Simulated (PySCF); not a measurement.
**MoSBr₄, singlet: structure and spectrum**

Computed with PySCF, PBE, basis Mo def2-SVP with ECP28, S def2-SVP, Br def2-SVP (scalar-relativistic core potentials, no spin–orbit coupling, density fitting).

The structure is a minimum.

* Point group: C4v
* Bond lengths: Mo–Br 2.471 Å (×4), Mo–S 2.094 Å
* Bond angles: Br–Mo–Br 86.7° (×4), Br–Mo–Br 152.4° (×2), Br–Mo–S 103.8° (×4)
* Highest occupied level: -6.65 eV
* Enthalpy at 298.15 K above 0 K: 28.73 kJ/mol
* Lowest empty level: -5.72 eV
* Dipole moment: 0.81 D
* Entropy at 298.15 K and 1 bar: 443.7 J/(mol K)
* Rotational constants: 0.01496, 0.01496, 0.009277 cm⁻¹
* Principal quadrupole moments (Buckingham, traceless) about the centre of mass: -1.40, -1.40, 2.80 D Å
* Principal polarisabilities: 114.3, 160.7, 160.7 bohr³
* Heat capacity Cp at 298.15 K: 124.1 J/(mol K)
* Rotational symmetry number: 4
* Atomisation energy without zero-point energy: 1724 kJ/mol
* Zero-point energy: 13.9 kJ/mol

Harmonic modes (masses in u: Mo 97.905, S 31.972, Br 78.918):
```
symmetry  ω (cm⁻¹)  IR (km/mol, summed over degenerate members)  μ (u)
      b1        34                                          0.0  78.92
       e        99                                          9.7  65.44
      a1       127                                          0.4  69.09
      b2       138                                          0.0  78.92
       e       147                                          0.0  41.93
      b1       175                                          0.0  78.92
      a1       238                                          1.5  74.81
       e       281                                          169  88.42
      a1       565                                         29.0  39.18
```

In C4v the vibrations span 2b1 + 3e + 3a1 + b2. The b1, b2 modes carry no infrared intensity, as symmetry demands.

Charges (e):
```csv
atom,Mulliken,Löwdin,polar tensor,Mayer order to Mo1
Mo1,-0.11,-1.39,1.96,–
S2,0.13,0.47,-0.25,2.34
"Br3,4,5,6",0.00,0.23,-0.43,1.27
```

Mulliken populations on Mo1 (electrons outside its core potential): s 2.53, p 6.86, d 4.69, f 0.04.

Formally Mo is in oxidation state +6, d0. The polar-tensor charge on Mo, 1.96, is far below the formal one.

Other isomers or separated fragments may lie lower.

The final relaxation and frequency run took 2.5 min on 4 threads of a shared Arm Neoverse V1 host, with 177 basis functions and 13 gradients; the process peaked at 2.1 GiB. Launch command: `OMP_NUM_THREADS=4 python axn.py task.json out`.
